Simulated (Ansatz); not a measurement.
`O=C(O)O[SiH2][SiH3]` + HI → `[SiH3][SiH2]I` + `O=C(O)O`  (ligand exchange at the Si–O bond)

Calculated with Ansatz (gas phase, PBE0-D4/def2-TZVP geometries, no zero-point term in ΔE). CCSD(T)/CBS is the MP2 limit (def2-TZVPP, def2-QZVPP) plus CCSD(T) − MP2 in def2-TZVPP, frozen cores. DFT in def2-TZVPP. B3LYP here is the variant with VWN-RPA as its local correlation; programs differ in this. Elements past krypton have def2 core potentials. For I outer-core shells are correlated without core-valence functions, which leaves a few kJ/mol of doubt a bond. Each species was taken in one conformer, which may not be the lowest.

```
             level  ΔE (kJ/mol)
            PBE-D4        -18.4
          B3LYP-D4         -4.7
              PBE0        -21.4
     HF/def2-TZVPP         -5.7
   CCSD/def2-TZVPP         -2.8
CCSD(T)/def2-TZVPP         -3.0
SCS-MP2/def2-QZVPP         -9.8
      HF/CBS(def2)         -4.3
```

(1) What does CCSD(T)/CBS give? (An estimate is asked.)

Largest T1 diagnostic among the species: 0.015.

Results:

(1) The calculation gave: -10.9 kJ/mol. The listed levels differ from it by -7.5, 6.2, -10.5, 5.2, 8.1, 7.9, 1.1, 6.6 kJ/mol.

The D4 term adds +3.6 kJ/mol with B3LYP and +2.2 kJ/mol with PBE0; it sums over pairs of atoms, weighted by their polarisabilities, and B3LYP, whose exchange is more repulsive, gets the larger term.
